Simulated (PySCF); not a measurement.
# Tl(2+): excitation energy

Tl(2+) [Xe] 4f14 5d10 6s1 (2S) → Tl(2+) [Xe] 4f14 5d9 6s2 (2D), as a difference of total energies. Computed with PySCF 2.14 in aug-cc-pwCVTZ-DK3, with the spin-free X2C one-electron Hamiltonian (Gaussian nucleus). Correlated levels: valence and next inner shell: [Kr] 4d10 4f14 frozen. The calculations carry no spin-orbit coupling.

| method | excitation energy (eV) |
| --- | --- |
| UHF | 9.533 |
| LDA | 8.606 |
| PBE | 8.640 |
| PBE0 | 8.983 |
| r2SCAN | 8.895 |
| MP2 (valence and next inner shell) | 8.956 |
| SCS-MP2 (valence and next inner shell) | 8.890 |

Q: How much does correlation contribute at MP2 (valence and next inner shell)?

A: 8.956 − (9.533) = -0.577 eV, measured against UHF.

A first-order spin-orbit estimate (lowest level to lowest level, LS coupling) adds -0.939 eV.
